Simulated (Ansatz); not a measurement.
Cost and result for the atomization energy of CH5AlGaN (9 atoms, 9 bonds).

```xyz
9

Al   -0.657    1.437   -0.723
C     1.019    1.022    0.153
N     0.332   -0.055    0.165
Ga    0.078   -1.848    0.585
H    -0.735    1.297   -2.300
H    -1.837    2.028    0.156
H     2.024    1.070    0.590
H    -0.664   -2.107    1.927
H     0.441   -2.843   -0.553
```

The species carries charge 0 and has multiplicity 1. Correlated methods include outer-core shells of Ga, which these sets cover unevenly. Scalar relativity is left out up to krypton. The bonds changed during the relaxation, so this is another structure than the one it started from. Geometry: relaxed with PBE0-D4/def2-TZVP. Program: Ansatz. All runs use 2 threads of an Arm Neoverse V1 on a shared host. Times are those of one run each, without the atoms' runs, and a repeat can differ threefold. Electronic energies, without spin–orbit coupling; frozen cores. CCSD(T)/CBS adds CCSD(T) − MP2 in def2-TZVPP to the MP2 limit, and its time is that of the two runs behind it. T1 = 0.016. With those shells the extrapolation isn't a true limit. HSE06 is the plane-wave form, built on full-range PBE exchange.

CCSD(T)/CBS is a level of theory with its own doubt, some kJ/mol a heavy atom from the limit and from the frozen cores, so smaller differences don't rank the functionals.

```json
{"level": "LDA (SPW92)/def2-TZVPP", "functions": "222", "wall time": "1.9 s", "atomization (kJ/mol)": "3058.9", "difference from CCSD(T)/CBS": "371.5", "per bond": "41.3"}
{"level": "revPBE-D4/def2-TZVPP", "functions": "222", "wall time": "3.3 s", "atomization (kJ/mol)": "2649.2", "difference from CCSD(T)/CBS": "-38.2", "per bond": "-4.2"}
{"level": "BLYP-D4/def2-TZVPP", "functions": "222", "wall time": "3.3 s", "atomization (kJ/mol)": "2674.5", "difference from CCSD(T)/CBS": "-12.9", "per bond": "-1.4"}
{"level": "HSE06-D4/def2-TZVPP", "functions": "222", "wall time": "5.5 s", "atomization (kJ/mol)": "2664.8", "difference from CCSD(T)/CBS": "-22.6", "per bond": "-2.5"}
{"level": "CAM-B3LYP-D4/def2-TZVPP", "functions": "222", "wall time": "6 s", "atomization (kJ/mol)": "2695.5", "difference from CCSD(T)/CBS": "8.1", "per bond": "0.9"}
{"level": "CCSD(T)/def2-SVP", "functions": "103", "wall time": "7 s", "atomization (kJ/mol)": "2533.5", "difference from CCSD(T)/CBS": "-153.9", "per bond": "-17.1"}
{"level": "r2SCANh-D4/def2-TZVPP", "functions": "222", "wall time": "8 s", "atomization (kJ/mol)": "2668.5", "difference from CCSD(T)/CBS": "-18.9", "per bond": "-2.1"}
{"level": "B2PLYP/def2-TZVPP", "functions": "222", "wall time": "9 s", "atomization (kJ/mol)": "2649.2", "difference from CCSD(T)/CBS": "-38.2", "per bond": "-4.2"}
{"level": "ωB97X-V/def2-TZVPP", "functions": "222", "wall time": "14 s", "atomization (kJ/mol)": "2704.9", "difference from CCSD(T)/CBS": "17.5", "per bond": "2.0"}
{"level": "ωB97M-V/def2-TZVPP (with forces)", "functions": "222", "wall time": "20 s", "atomization (kJ/mol)": "2687.1", "difference from CCSD(T)/CBS": "-0.3", "per bond": "0.0"}
{"level": "MP2/def2-QZVPP", "functions": "423", "wall time": "33 s", "atomization (kJ/mol)": "2686.2", "difference from CCSD(T)/CBS": "-1.2", "per bond": "-0.1"}
{"level": "CCSD(T)/def2-TZVPP", "functions": "222", "wall time": "2.6 min", "atomization (kJ/mol)": "2619.5", "difference from CCSD(T)/CBS": "-67.9", "per bond": "-7.5"}
{"level": "CCSD(T)/CBS(def2)", "functions": "–", "wall time": "3.1 min", "atomization (kJ/mol)": "2687.4", "difference from CCSD(T)/CBS": "0.0", "per bond": "0.0"}
```

The D4 term adds +31.8 kJ/mol with B3LYP and +16.6 kJ/mol with PBE0; it sums over pairs of atoms, weighted by their polarisabilities, and B3LYP, whose exchange is more repulsive, gets the larger term. At CCSD(T), def2-SVP lies −153.8 kJ/mol from the extrapolated value and def2-TZVPP −67.8 kJ/mol: correlation converges slowly with the basis, and small sets miss more of it in the bonded molecule than in its fragments. Leaving LDA and LC-ωPBE aside and taking each functional with its dispersion term where it has one, the values, not all of them listed here, spread over 123.1 kJ/mol, from BHLYP-D4 to B97M-V. LDA lies +366.0 kJ/mol from PBE without D4, its usual overbinding.

B3LYP here is the variant with VWN-RPA as its local correlation; programs differ in this.
